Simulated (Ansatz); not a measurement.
Geometry optimisation, RKS CAM-B3LYP/def2-SVP in Ansatz 0.2.0.

Input file:

```yaml
crystal:
  periodic: [false, false, false]
  atoms:
    - { symbol: B, position_ang: [-0.557957, -0.339189, -0.753204] }
    - { symbol: S, position_ang: [1.231122, 0.057239, -0.995191] }
    - { symbol: H, position_ang: [-0.82558, -1.504638, -0.689282] }
    - { symbol: H, position_ang: [-1.356404, 0.548039, -0.689564] }
    - { symbol: H, position_ang: [0.723821, 0.048443, 1.616032] }
    - { symbol: Br, position_ang: [-0.360063, -0.211714, 2.582079] }
    - { symbol: H, position_ang: [1.14506, 1.40182, -1.070869] }
basis:
  gaussian: { orbitals: def2-SVP }
hamiltonian:
  xc: cam_b3lyp
relax:
  f_tol: 0.03
  max_steps: 50
```

Command:

```bash
$ ansatz run input.yaml --threads 2 --pin off --max-ram 3072MiB --backend cpu --events-out ev --progress --plain --runs-dir out
```

**Question.** Where does it end, and by what steps?

**Answer.** The run converged. After 20 steps the energy has fallen by 0.121 eV; Br6 moved furthest, 0.91 Å.

```tsv
step	energy less start (eV)	largest force component (eV/Å)	accepted
0	0.0000	1.254	yes
1	-0.0787	0.828	yes
2	-0.0973	0.245	yes
3	-0.1012	0.140	yes
4	-0.1065	0.084	yes
5	-0.1057	0.182	no
6	-0.1097	0.062	yes
7	-0.1091	0.129	no
8	-0.1123	0.050	yes
9	-0.1140	0.049	yes
10	-0.1153	0.120	yes
11	-0.1116	0.339	no
12	-0.1170	0.065	yes
13	-0.1183	0.061	yes
14	-0.1192	0.080	yes
15	-0.1198	0.081	yes
16	-0.1202	0.069	yes
17	-0.1204	0.066	yes
18	-0.1206	0.069	yes
19	-0.1206	0.047	yes
20	-0.1208	0.024	yes
```

```xyz
7
Properties=species:S:1:pos:R:3
B -0.632 -0.350 -1.112
S 1.057 0.035 -0.727
H -0.921 -1.514 -1.073
H -1.421 0.509 -1.394
H 0.682 -0.084 1.901
Br 0.220 0.023 3.249
H 1.015 1.380 -0.844
```

Run time: 36 s on 2 threads of Arm Neoverse V2, on a shared host, peak memory 0.2 GiB.
